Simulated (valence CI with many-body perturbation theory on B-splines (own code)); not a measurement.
Results of a calculation; reference values are marked as such.
**Cs XLI: magnetic and hyperfine properties of the levels**

Level of theory: valence CI with perturbative core correlation (CI+MBPT): five valence electrons over a frozen Dirac-Fock core [Ne], radial functions for each j: 9 s, 9 p, 8 d, 6 f, 3 g, 1 h, with the one-electron correlation potential Σ1 (screened to all orders), the two-electron term Σ2, the three-electron term Σ3, Breit, model QED; selected single and double excitations, second order for the rest (own B-spline code, finite nucleus).

The last digits are not significant, and no measured levels were compared; by estimate large intervals hold to a few tenths of a per cent, small ones and those within an open d or f shell to about a per cent. Among the levels kept, up to 610 cm⁻¹ of a level comes from second order outside the variational space, and about a tenth of that is noise between levels of different J, which matters for small intervals.

A/g_I is the dipole constant over the nuclear g factor μ/I (μ in nuclear magnetons, uniformly magnetised nucleus), B/Q the quadrupole constant per barn. Both hold the static response of the core; the bare values leave it out. Large factors of s and p1/2 electrons are usually good to 5 to 10 %; those of open d and f shells near neutrality can be off by tens of per cent, and small factors of p3/2, d and f electrons come from cancelling terms and can be off by a factor of two or in sign, in half-filled shells by more. B is blank for J = 1/2, where it vanishes, and for nearly pure S terms. Energies count from the lowest level.

Levels are named by their leading jj configuration (3d3/2^4 stands for four electrons in 3d with j = 3/2), which in mixed levels can hold well under half, so a name can repeat and another be missing. Letters in brackets count levels of one name in rising energy.

| Level | E (cm⁻¹) | g | A/g_I (MHz) | A/g_I bare | B/Q (MHz/b) | B/Q bare |
| --- | --- | --- | --- | --- | --- | --- |
| (3s^2 3p1/2^2 3p3/2) J=3/2 | 0 | 1.394 | 70100 | 70100 | 126000 | 124000 |
| (3s^2 3p1/2 3p3/2^2) J=3/2 | 629420 | 1.438 | -5120 | -3220 | 25700 | 25200 |
| (3s^2 3p1/2 3p3/2^2) J=5/2 | 696880 | 1.193 | 157000 | 155000 | -448 | -436 |
| (3s^2 3p1/2 3p3/2^2) J=1/2 | 780040 | 0.657 | 486000 | 474000 |  |  |
| (3s^2 3p1/2^2 3d3/2) J=3/2 | 1254400 | 0.787 | 33400 | 34500 | 11600 | 12700 |
| (3s^2 3p3/2^3) J=3/2 | 1418800 | 1.285 | 77600 | 77200 | -151000 | -148000 |
| (3s^2 3p1/2^2 3d5/2) J=5/2 | 1422400 | 1.353 | 153000 | 151000 | -398 | 584 |
| (3s 3p1/2^2 3p3/2^2) J=5/2 | 1568400 | 1.329 | 200000 | 196000 | 72400 | 71800 |
| (3s 3p1/2^2 3p3/2^2) J=1/2 | 1683100 | 2.195 | 1290000 | 1250000 |  |  |
| (3s 3p1/2^2 3p3/2^2) J=3/2 | 1690500 | 1.154 | -137000 | -131000 | -32500 | -31800 |
| (3s^2 3p1/2 3p3/2 3d3/2) J=5/2 [a] | 1880200 | 0.960 | 121000 | 119000 | -22300 | -21300 |
| (3s^2 3p1/2 3p3/2 3d3/2) J=3/2 [a] | 1888000 | 0.931 | 111000 | 110000 | -86700 | -85100 |
| (3s^2 3p1/2 3p3/2 3d3/2) J=1/2 [a] | 1892800 | 0.223 | 173000 | 170000 |  |  |
| (3s^2 3p1/2 3p3/2 3d3/2) J=7/2 | 1944700 | 1.068 | 114000 | 113000 | 110000 | 109000 |
| (3s^2 3p1/2 3p3/2 3d5/2) J=3/2 [a] | 2036300 | 1.454 | 69600 | 69900 | -64100 | -62800 |
| (3s^2 3p1/2 3p3/2 3d5/2) J=7/2 [a] | 2042300 | 1.307 | -11400 | -9250 | 151000 | 150000 |
| (3s^2 3p1/2 3p3/2 3d5/2) J=5/2 [a] | 2078900 | 1.162 | 137000 | 135000 | -90900 | -88700 |
| (3s^2 3p1/2 3p3/2 3d3/2) J=5/2 [b] | 2110100 | 1.281 | 67800 | 68300 | 72500 | 71300 |
| (3s^2 3p1/2 3p3/2 3d5/2) J=9/2 | 2112800 | 1.204 | 85300 | 84800 | 119000 | 119000 |
| (3s^2 3p1/2 3p3/2 3d3/2) J=3/2 [b] | 2144600 | 1.245 | 2520 | 4690 | 5320 | 4760 |
| (3s^2 3p1/2 3p3/2 3d3/2) J=1/2 [b] | 2144700 | 1.615 | 324000 | 316000 |  |  |
| (3s^2 3p1/2 3p3/2 3d5/2) J=7/2 [b] | 2242400 | 1.088 | 97300 | 96300 | 39200 | 39800 |
| (3s^2 3p1/2 3p3/2 3d5/2) J=3/2 [b] | 2254500 | 1.138 | 91300 | 90600 | -40100 | -39100 |
| (3s^2 3p1/2 3p3/2 3d5/2) J=5/2 [b] | 2259700 | 1.172 | 24800 | 25600 | 33300 | 33900 |
| (3s^2 3p1/2 3p3/2 3d5/2) J=1/2 | 2276700 | 1.438 | -190000 | -182000 |  |  |
| (3s^2 3p1/2 3p3/2 3d5/2) J=3/2 [c] | 2325500 | 1.108 | 149000 | 146000 | -57800 | -56700 |
| (3s 3p1/2 3p3/2^3) J=5/2 | 2370800 | 1.262 | 296000 | 290000 | -136000 | -134000 |
| (3s 3p1/2 3p3/2^3) J=3/2 | 2479100 | 1.169 | 151000 | 149000 | 17500 | 17200 |
| (3s 3p1/2 3p3/2^3) J=1/2 | 2489900 | 1.243 | -195000 | -188000 |  |  |
| (3s 3p1/2^2 3p3/2 3d3/2) J=5/2 [a] | 2736600 | 1.328 | 247000 | 243000 | 33500 | 32700 |
| (3s 3p1/2^2 3p3/2 3d3/2) J=3/2 [a] | 2747800 | 1.385 | 199000 | 197000 | -4940 | -5580 |
| (3s^2 3p3/2^2 3d5/2) J=7/2 | 2750500 | 1.268 | 44700 | 45500 | 31000 | 30700 |
| (3s 3p1/2^2 3p3/2 3d3/2) J=1/2 [a] | 2753000 | 2.667 | 780000 | 765000 |  |  |
| (3s^2 3p3/2^2 3d3/2) J=5/2 | 2759300 | 1.194 | 103000 | 102000 | -28300 | -28100 |
| (3s^2 3p3/2^2 3d3/2) J=1/2 | 2762600 | 1.140 | -9440 | -9390 |  |  |
| (3s^2 3p3/2^2 3d3/2) J=3/2 [a] | 2767400 | 1.175 | 36000 | 37000 | -45700 | -45600 |
| (3s 3p1/2^2 3p3/2 3d3/2) J=7/2 | 2773700 | 1.353 | 238000 | 234000 | 94700 | 93600 |
| (3s^2 3p3/2^2 3d5/2) J=9/2 | 2778500 | 1.228 | 44100 | 44600 | 85700 | 85900 |
| (3s^2 3p3/2^2 3d3/2) J=7/2 | 2788000 | 1.080 | 57100 | 57200 | 14600 | 16200 |
| (3s^2 3p3/2^2 3d5/2) J=1/2 | 2788400 | 1.760 | 179000 | 178000 |  |  |

Take the isotope of mass number 134, with I = 4, μ = 2.9893 μN and Q = 0.37 b. What is the hyperfine structure of (3s 3p1/2^2 3p3/2^2) J=5/2?

From the table A = 149000 MHz, B = 26800 MHz. Shifts from the centre of gravity in MHz: F = 3/2: -1850000, F = 5/2: -1480000, F = 7/2: -971000, F = 9/2: -306000, F = 11/2: 515000, F = 13/2: 1500000.
